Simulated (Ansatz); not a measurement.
Mo₃, relaxed as a singlet with RKS r2SCAN-D4/def2-TZVP in Ansatz, starting from the GFN2-xTB geometry. Force threshold 0.02 eV/Å.

In the def2 sets Mo takes a core potential; there is no spin–orbit coupling. The restricted singlet is unstable: a solution with broken spin symmetry lies lower. At r2SCAN-D4/def2-TZVP a quintet of charge 0 lies 0.76 eV below the restricted singlet, each at its own geometry. The structure comes from a short search, and lower isomers may exist.

Start:

```xyz
3

Mo   -0.553   -0.494   -1.195
Mo   -0.678    0.991    0.731
Mo    1.231   -0.497    0.464
```

Task: Estimate the energy that the relaxation releases and the steps that it takes.

Result: 159.2 kJ/mol, in 4 steps; 11 s on 4 threads of Intel Xeon Platinum 8259CL on a shared host. No frequencies were taken in this run, so the end may be a saddle point.

Task: Does the start keep its bonding and symmetry?

Result: By distances, no bond broke or formed. The bond that changes most is Mo1–Mo2, from 2.44 to 2.14 Å (atoms count from 1). Point group D3h at the start, C2v at the end, both within 0.05 Å.

Task: Predict the relaxed structure.

Result: 
```xyz
3

Mo   -0.5811   -0.4165   -1.1151
Mo   -0.5723    0.8364    0.6172
Mo    1.1534   -0.4199    0.4979
```
Bond lengths (bridged metal pairs left out): 3 × Mo–Mo 2.14 to 2.37 Å.
